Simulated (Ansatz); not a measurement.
Reaction (formal exchange of groups at a C–C bond): `CC(C)CC(=O)CC(C)C` + `BS` → `CC(C)BS` + `CC(=O)CC(C)C`

Computed with Ansatz on PBE0-D4/def2-TZVP structures; ΔE is electronic, products minus reactants. CCSD(T)/CBS adds triple-zeta CCSD(T) − MP2 to the extrapolated MP2 energy (def2 sets, frozen cores). This one scheme is used for every species. One conformer a species, not always the lowest.

| species | SCS-MP2/def2-QZVPP energy (Eh) |
| --- | --- |
| `CC(C)CC(=O)CC(C)C` | -428.26588 |
| `BS` | -424.32676 |
| `CC(C)BS` | -542.05034 |
| `CC(=O)CC(C)C` | -310.55379 |

(1) Work out ΔE.

Largest T1 diagnostic among the species: 0.015.

## Answers

(1) ΔE = (-542.05034) + (-310.55379) − (-428.26588) − (-424.32676) = -0.01149 Eh = -30.2 kJ/mol. CCSD(T)/CBS gives -30.5 kJ/mol.

From BLYP to BHLYP (50 % exact exchange), in def2-TZVPP and without D4, ΔE moves by +6.5 kJ/mol. In def2-TZVPP, CCSD(T) changes the Hartree–Fock value by +6.5 kJ/mol (the triples alone add +1.0 kJ/mol) and MP2 by +5.8 kJ/mol.
